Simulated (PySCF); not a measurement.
C2H7ClSi3, SMILES Cl[Si@@H]1C=C[SiH2][SiH2]1. Atoms are numbered in the order given.

```xyz
13

Cl     2.3938     0.4428    -1.0313
Si     1.0505    -0.0047     0.5130
C      0.2488    -1.6702     0.1614
C     -1.0794    -1.8030    -0.0455
Si    -2.2902    -0.3449    -0.0048
Si    -0.8196     1.4215     0.5056
H      1.8480    -0.0514     1.7703
H      0.8872    -2.5640     0.1098
H     -1.4773    -2.8076    -0.2522
H     -2.9849    -0.2126    -1.3201
H     -3.3320    -0.5714     1.0414
H     -0.7320     2.4753    -0.5431
H     -1.0883     2.0367     1.8377
```
Charge 0, spin multiplicity 1.

The structure is a stationary point at B3LYP-D3(BJ)/def2-SVP. The structure was generated by enumeration; whether it is a known compound was not checked.

These are HF/pcSseg-1 (PySCF) values and carry that method's errors.

GIAO shieldings, no solvent; atoms listed in one row are averaged. δ = σ(ref) − σ: ³⁵Cl against HCl (σ = 958.2 ppm); ²⁹Si against TMS (σ = 393.8 ppm); ¹³C against TMS (σ = 192.6 ppm); ¹H against TMS (σ = 31.99 ppm), references at their B3LYP-D3(BJ)/def2-TZVP geometries, non-relativistic (without spin–orbit terms, shifts of atoms bonded to Cl or Br come out too high).

```
nucleus     atoms  count  δ (ppm)
-------  --------  -----  -------
³⁵Cl          Cl1      1    -58.8
²⁹Si          Si2      1      3.5
²⁹Si          Si5      1    -58.2
²⁹Si          Si6      1   -107.4
¹³C            C3      1    163.6
¹³C            C4      1    162.9
¹H             H9      1     7.74
¹H             H8      1     7.66
¹H             H7      1     5.41
¹H            H10      1     4.44
¹H            H11      1     4.27
¹H       H12, H13      2     3.36
```
